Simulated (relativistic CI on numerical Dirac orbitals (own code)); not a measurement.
Slater and spin-orbit integrals, Xe⁺

Method of calculation: Dirac-Coulomb-Breit CI, orbitals from a KLI potential per configuration, model QED (radiative potential, 1s self-energy scaled to tabulated hydrogen-like ionisation energies), valence Slater integrals scaled by 0.85, P86 correlation energy added to each configuration (own radial code, finite nucleus).

Slater integrals F^k, G^k are unscaled and averaged over j, outside the closed core [Kr] 4d10; ζ comes from projecting the Hamiltonian with its Breit term on Σ l·s of the shell.

- 5s2 5p5: ζ(5p) = 7160.4 cm⁻¹; <r>(5p) = 2.207, <r^2>(5p) = 5.546 (bohr units).
- 5s2 5p4 6s: F^2(5p,5p) = 49744, ζ(5p) = 7818.5, G^1(5p,6s) = 4361 cm⁻¹; <r>(5p) = 2.14, <r^2>(5p) = 5.202, <r>(6s) = 4.817, <r^2>(6s) = 25.97 (bohr units).
- 5s2 5p4 5d: F^2(5p,5p) = 49132, ζ(5p) = 7682.2, F^2(5p,5d) = 27774, G^1(5p,5d) = 29823, G^3(5p,5d) = 18226, ζ(5d) = 122.55 cm⁻¹; <r>(5p) = 2.162, <r^2>(5p) = 5.318, <r>(5d) = 3.765, <r^2>(5d) = 16.67 (bohr units).

In this model ζ of a weakly bound d, f or g electron outside closed shells comes out too small, for d by up to a factor of two or three and at times with the wrong sign; that of an outer p electron is too small as well.

For a near-neutral ion this model can misplace configurations by up to about 10,000 cm⁻¹ (more where the count of f electrons changes) and terms by 10 to 25 % of their spread. Rates follow the energies as ν³ (E1, M1) or ν⁵ (E2), so they and the lifetimes can be off by large factors. The fine structure of a lone outer electron comes out too small, for d and f at times inverted, and misplaced configurations move strength between like terms. 10 of the 17 excited levels that our extract of the measured tables holds in this range could be paired (the sources list more); they are missed by 5242 cm⁻¹ on average and 12782 at most, and levels without a partner can miss by more.

Averages of the first 10 configurations, taken without configuration mixing, which lowers the lowest level and can move excited configurations by several eV; other configurations of the list can lie among them:

```tsv
Configuration	Parity	States	Average energy above the lowest level (eV)
5s2 5p5	odd	6	1.2
5s 5p6	even	2	16.0
5s2 5p4 6s	even	30	14.0
5s2 5p4 5d	even	150	14.9
5s2 5p4 6p	odd	90	16.3
5s2 5p4 7s	even	30	18.6
5s 5p5 5d	odd	120	29.2
5s2 5p4 6d	even	150	19.0
5s2 5p4 4f	odd	210	19.9
5s2 5p4 7p	odd	90	19.5
```
